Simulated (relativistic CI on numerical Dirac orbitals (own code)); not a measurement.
# Line list: Electric-dipole lines, Yb LIV

These numbers are calculated, not measured: Dirac-Coulomb-Breit CI, KLI orbitals optimised for each configuration, model QED (radiative potential, 1s self-energy scaled to tabulated hydrogen-like ionisation energies), unscaled Slater integrals (own radial code, finite nucleus).

Configurations in the expansion (outside the closed core [Ne]): 3s²3p⁵, 3s3p⁶, 3s²3p⁴3d, 3s3p⁵3d, 3p⁶3d, 3s3p⁴3d², 3s²3p³3d4p, 3p⁶4s, 3s3p⁴3d4s, 3s²3p⁴4s, 3p⁶4p, 3s²3p⁴4p, 3s²3p³3d², 3s²3p²3d³, 3s3p³3d³, 3s²3p²3d²4s, 3s²3p²3d²4p. Double excitations out of closed p, d and f shells are left out; levels of such configurations are missing from the list, as are those of other unlisted configurations, and high levels can miss mixing partners.

| λ vac (nm) | Lower | Upper | A (s⁻¹) | gf | Branching (%) |
| --- | --- | --- | --- | --- | --- |
| 2.2802 | 3s²3p⁴3d ²F7/2 [5] | 3s²3p³3d² ⁶P°5/2 [94] | 1.11e+12 | 5.21e-01 | 65.9 |
| 2.2835 | 3s²3p⁴3d ²D5/2 [13] | 3s²3p³3d² ²P°3/2 [157] | 3.33e+12 | 1.04e+00 | 77.5 |
| 2.2876 | 3s²3p⁴3d ²D3/2 [6] | 3s²3p³3d² ²D°3/2 [105] | 4.17e+12 | 1.31e+00 | 89.9 |
| 2.2876 | 3s²3p⁴3d ⁴D5/2 [3] | 3s²3p³3d² ⁴D°3/2 [88] | 1.49e+12 | 4.67e-01 | 60.7 |
| 2.2889 | 3s²3p⁴3d ⁴D3/2 [2] | 3s²3p³3d² ⁴P°1/2 [81] | 3.18e+12 | 4.99e-01 | 82.4 |
| 2.2897 | 3s²3p⁴3d ²F7/2 [5] | 3s²3p³3d² ⁴P°5/2 [91] | 2.26e+12 | 1.07e+00 | 85.4 |
| 2.2948 | 3s²3p⁴3d ⁴F9/2 [9] | 3s²3p³3d² ⁴D°7/2 [127] | 3.57e+12 | 2.26e+00 | 98.9 |
| 2.3017 | 3s²3p⁴3d ²P3/2 [12] | 3s²3p³3d² ²D°3/2 [149] | 2.31e+12 | 7.34e-01 | 62.6 |
| 2.3055 | 3s²3p⁴3d ⁴D5/2 [3] | 3s²3p³3d² ⁴P°3/2 [82] | 1.82e+12 | 5.80e-01 | 82.6 |
| 2.3074 | 3s²3p⁴3d ²F7/2 [5] | 3s²3p³3d² ⁴G°7/2 [87] | 9.60e+11 | 6.13e-01 | 72.1 |
| 2.3093 | 3s²3p⁴3d ²F7/2 [8] | 3s²3p³3d² ⁴P°5/2 [122] | 3.29e+12 | 1.58e+00 | 95.2 |
| 2.3136 | 3s²3p⁴3d ²D5/2 [11] | 3s²3p³3d² ²P°3/2 [142] | 2.43e+12 | 7.79e-01 | 94.7 |
| 2.3148 | 3s²3p⁴3d ²D5/2 [13] | 3s²3p³3d² ²F°7/2 [150] | 1.39e+12 | 8.94e-01 | 62.9 |
| 2.3191 | 3s²3p⁴3d ⁴D5/2 [3] | 3s²3p³3d² ⁴D°5/2 [80] | 1.44e+12 | 6.98e-01 | 68.2 |
| 2.3199 | 3s²3p⁴3d ²F7/2 [5] | 3s²3p³3d² ²F°7/2 [84] | 2.25e+12 | 1.45e+00 | 81.8 |
| 2.3258 | 3s²3p⁴3d ⁴F9/2 [9] | 3s²3p³3d² ²G°9/2 [120] | 1.01e+12 | 8.16e-01 | 86.8 |
| 2.3300 | 3s²3p⁵ ²P°3/2 [1] | 3s²3p⁴3d ²P1/2 [33] | 4.52e+12 | 7.35e-01 | 99.9 |
| 2.3305 | 3s²3p⁴3d ²P1/2 [10] | 3s²3p³3d² ²D°3/2 [124] | 2.31e+12 | 7.51e-01 | 90.5 |
| 2.3400 | 3s²3p⁴3d ²D5/2 [11] | 3s²3p³3d² ²F°5/2 [138] | 2.63e+12 | 1.30e+00 | 86.2 |
| 2.3465 | 3s²3p⁴3d ²D5/2 [11] | 3s²3p³3d² ²F°7/2 [135] | 1.79e+12 | 1.18e+00 | 96.0 |
| 2.3511 | 3s²3p⁴3d ²F7/2 [8] | 3s²3p³3d² ²G°7/2 [116] | 2.08e+12 | 1.38e+00 | 90.5 |
| 2.3553 | 3s²3p⁵ ²P°3/2 [1] | 3s²3p⁴3d ²P3/2 [29] | 2.25e+12 | 7.49e-01 | 100.0 |
| 2.3639 | 3s²3p⁵ ²P°3/2 [1] | 3s²3p⁴3d ²D5/2 [26] | 2.27e+12 | 1.14e+00 | 100.0 |
| 2.3660 | 3s²3p⁴3d ⁴F9/2 [9] | 3s²3p³3d² ⁴F°9/2 [114] | 1.68e+12 | 1.41e+00 | 84.6 |
| 2.3697 | 3s²3p⁴3d ²F7/2 [8] | 3s²3p³3d² ⁴F°9/2 [111] | 1.51e+12 | 1.27e+00 | 89.1 |
| 2.3743 | 3s²3p⁴3d ⁴F9/2 [9] | 3s²3p³3d² ⁴G°11/2 [113] | 1.55e+12 | 1.57e+00 | 100.0 |
| 2.3895 | 3s²3p⁵ ²P°1/2 [7] | 3s²3p⁴3d ²D3/2 [104] | 1.77e+12 | 6.05e-01 | 99.9 |
| 2.4902 | 3s²3p⁴3d ²F7/2 [5] | 3s²3p³3d² ²G°9/2 [72] | 5.10e+11 | 4.74e-01 | 99.5 |
| 2.4968 | 3s²3p⁴3d ⁴D3/2 [2] | 3s²3p³3d² ⁴G°5/2 [69] | 6.33e+11 | 3.55e-01 | 67.9 |
| 2.4992 | 3s²3p⁴3d ⁴D3/2 [2] | 3s²3p³3d² ⁶F°3/2 [68] | 7.99e+11 | 2.99e-01 | 53.0 |
| 2.5045 | 3s²3p⁴3d ⁴D5/2 [3] | 3s²3p³3d² ⁴H°7/2 [70] | 7.10e+11 | 5.34e-01 | 89.0 |
| 2.6274 | 3s²3p³3d² ⁴F°3/2 [15] | 3s3p⁴3d² ²F5/2 [185] | 1.16e+12 | 7.22e-01 | 59.2 |
| 2.6715 | 3s²3p³3d² ²G°7/2 [18] | 3s3p⁴3d² ²G7/2 [186] | 1.08e+12 | 9.24e-01 | 56.9 |
| 2.6791 | 3s²3p⁴3d ²F7/2 [5] | 3s3p⁵3d ²F°5/2 [65] | 6.40e+11 | 4.13e-01 | 44.9 |
| 2.7889 | 3s²3p⁴3d ⁴D5/2 [3] | 3s3p⁵3d ⁴D°5/2 [62] | 6.18e+11 | 4.33e-01 | 62.4 |
| 2.8244 | 3s²3p⁴3d ²F7/2 [5] | 3s3p⁵3d ⁴F°7/2 [61] | 5.25e+11 | 5.03e-01 | 62.9 |
| 2.8802 | 3s²3p⁴3d ⁴F9/2 [9] | 3s3p⁵3d ⁴F°9/2 [67] | 5.19e+11 | 6.45e-01 | 80.7 |
| 3.7667 | 3s²3p⁴3d ²G7/2 [23] | 3s²3p³3d² ²H°9/2 [125] | 6.81e+11 | 1.45e+00 | 91.6 |
| 3.7876 | 3s²3p⁴3d ⁴F5/2 [22] | 3s²3p³3d² ⁴G°7/2 [123] | 6.58e+11 | 1.13e+00 | 85.9 |
| 3.8177 | 3s²3p⁵ ²P°1/2 [7] | 3s²3p⁴3d ²D3/2 [49] | 6.33e+11 | 5.53e-01 | 93.7 |
| 3.8181 | 3s²3p⁴3d ²F7/2 [5] | 3s²3p³3d² ²G°9/2 [40] | 5.41e+11 | 1.18e+00 | 98.9 |
| 3.8607 | 3s²3p⁵ ²P°3/2 [1] | 3s²3p⁴3d ²D5/2 [13] | 5.44e+11 | 7.30e-01 | 100.0 |
| 3.8806 | 3s²3p⁴3d ⁴D5/2 [3] | 3s²3p³3d² ²G°7/2 [36] | 3.98e+11 | 7.18e-01 | 93.0 |
| 3.9075 | 3s²3p⁵ ²P°3/2 [1] | 3s²3p⁴3d ²P3/2 [12] | 3.98e+11 | 3.64e-01 | 100.0 |
| 4.0675 | 3s²3p⁴3d ²D5/2 [13] | 3s²3p³3d² ²F°7/2 [55] | 4.73e+11 | 9.39e-01 | 66.1 |

Terms are leading LS components. Brackets give the number of a level in order of energy, since labels repeat. The list gives strong lines, with weight on those to low levels, without lines whose two gauges differ by over a factor of 2.5, among the lowest 200 of 2504 levels, so that lines to higher ones, which can be the strongest, are missing. Levels whose partners in the same complex of configurations lie outside the list can be far off, and so can their lines. Rates are taken at the computed energies, electric ones in the length gauge.

At this charge energies of transitions that change n are usually good to better than 1 %, and those within a shell (Δn = 0) to a few per cent.

LS names give the leading component of a level, which can be under half, so a name can repeat, a term be missing and a line seem to break the LS rules.
